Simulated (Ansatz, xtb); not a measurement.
# How methods differ on CH4AlClFN (SMILES C[NH][Al]([F])[Cl])

CH4AlClFN has 9 atoms, charge 0, and is taken as a singlet. SMILES: `C[NH][Al]([F])[Cl]`. The shape is that of a PBE0-D4/def2-TZVP optimisation. This is one conformer, not always the lowest.

```xyz
9

C    -1.1683   -0.4942   -0.3904
N     0.1748    0.0380   -0.5164
Al    1.2654    0.5314    0.7568
F     0.7916    0.4120    2.3247
Cl    3.1604    1.2702    0.3188
H    -1.2530   -1.5006   -0.8150
H    -1.4448   -0.5616    0.6635
H    -1.9110    0.1433   -0.8825
H     0.4735    0.1152   -1.4766
```

Quantity: the dipole moment, in D. The values are calculated.

| level | kind | program | value (D) | CPU time |
| --- | --- | --- | --- | --- |
| GFN2-xTB | semi-empirical | xtb | 2.62 | under 2 s |
| GFN0-xTB | semi-empirical | xtb | 2.33 | under 2 s |
| GFN1-xTB | semi-empirical | xtb | 3.42 | under 2 s |
| HF/STO-3G | Hartree–Fock | Ansatz | 2.66 | 1.1 s |
| HF/3-21G | Hartree–Fock | Ansatz | 3.40 | 1.8 s |
| HF/def2-SVP | Hartree–Fock | Ansatz | 2.59 | 5.4 s |
| HF/6-311G** | Hartree–Fock | Ansatz | 2.77 | 8.9 s |
| HF/cc-pVTZ | Hartree–Fock | Ansatz | 2.48 | 39 s |
| PBE/pcseg-1 | GGA | Ansatz | 2.80 | 12 s |
| B3LYP/6-31G* (spherical functions) | global hybrid | Ansatz | 2.68 | 13 s |

The values span 2.33 to 3.42 D. Sets without polarisation functions give poor dipoles. Without the sets that lack polarisation functions the rows with a basis span only 2.48 to 2.80 D. Times are those of the runs behind each value, whatever else they computed, on shared processors of several kinds: orders of magnitude only.
